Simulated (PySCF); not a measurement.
**TDDFT excited states: H4O4Sn**

Species: Sn(OH)4.
Geometry (PBE0-D3(BJ)/def2-SVP, Å), atoms numbered from 1 in this order:
```
atom  x, y, z in Å
Sn1    0.0144   -0.0149    0.0021
O2    -0.1845    0.1071    1.9540
H3    -1.0114    0.5522    2.1796
O4     1.9439    0.0342   -0.3708
H5     2.4171    0.5117    0.3225
O6    -1.0489    1.4643   -0.7369
H7    -1.3708    1.2542   -1.6223
O8    -0.6626   -1.6590   -0.8325
H9     0.0356   -2.3193   -0.9213
```

Computed with TDDFT wB97X-D/def2-SVPD, vertical, gas phase, core orbitals frozen in the response, def2 core potentials past Kr (PySCF). Spin–orbit coupling is left out.

**Question.** Predict the UV-vis stick spectrum at this level.

**Answer.** 

| state | E (eV) | E (kJ/mol) | λ (nm) | f | \|μ\| (D) | main configurations (H = HOMO, L = LUMO) |
| --- | --- | --- | --- | --- | --- | --- |
| S1 | 6.04 | 583 | 205.3 | 0.024 | 1.02 | H→L (86%) |
| S2 | 6.06 | 585 | 204.5 | 0.029 | 1.12 | H-2/H-1→L (≥84%) |
| S3 | 6.25 | 603 | 198.5 | 0.0000 | 0.03 | H-3→L (92%) |
| S4 | 6.36 | 613 | 195.0 | 0.156 | 2.54 | H-2/H-1→L (≥86%) |
| S5 | 7.41 | 715 | 167.3 | 0.165 | 2.42 | H-4→L (86%) |
| S6 | 7.42 | 716 | 167.1 | 0.159 | 2.38 | H-5→L (85%) |
| S7 | 7.54 | 727 | 164.5 | 0.015 | 0.71 | H-6→L (82%) |
| S8 | 8.18 | 789 | 151.6 | 0.0001 | 0.05 | H-7→L (82%) |
| S9 | 8.84 | 852 | 140.3 | 0.0095 | 0.53 | H-2/H-1→L+3 (≥20%), H-2/H-1→L+1/L+2 (≥16%), H→L+1/L+2 (≥8%) |
| S10 | 8.84 | 853 | 140.3 | 0.0048 | 0.38 | H→L+1/L+2 (≥16%), H-2/H-1→L+1/L+2 (≥16%), H-2/H-1→L+3 (≥14%) |

Triplets, Tamm–Dancoff:

| state | E (eV) | λ (nm) | main configurations (H = HOMO, L = LUMO) |
| --- | --- | --- | --- |
| T1 | 5.55 | 223.5 | H-2/H-1→L (≥86%) |
| T2 | 5.56 | 223.0 | H→L (88%) |
| T3 | 5.57 | 222.7 | H-2/H-1→L (≥85%) |

The lowest singlet lies at 6.04 eV (205 nm, ultraviolet) and is weak; its leading configuration is HOMO→LUMO (86%). The strongest level in the table is S5/S6 at 7.41 eV (167 nm, f = 0.324 summed). S5/S6 and S9/S10 lie within about 0.01 eV of each other in each set. Löwdin shares by element: HOMO (one of a set within 0.03 eV) oxygen 92%; LUMO tin 40%, oxygen 39% or more (atoms not listed hold the other 21%). The listed states span 2.80 eV, and the widest gap between neighbours is 1.05 eV (S4 to S5). Weighted by f, the mean energy of these states is 7.03 eV. Orbital energies (eV): HOMO-3 -11.57, HOMO-2 -11.28, HOMO-1 -11.28, HOMO -11.27, LUMO -0.33, LUMO+1 2.28, LUMO+2 2.29. The vertical ionisation energy (ΔSCF) is 11.65 eV, 2.81 eV above S10. Orbitals of the list HOMO-3 to LUMO+2 that lie within 0.01 eV of each other are written together with a slash and their weights summed (≥ marks a lower bound); for degenerate orbitals outside that list single weights are arbitrary. Singlets were solved by full linear response, triplets in the Tamm–Dancoff approximation.
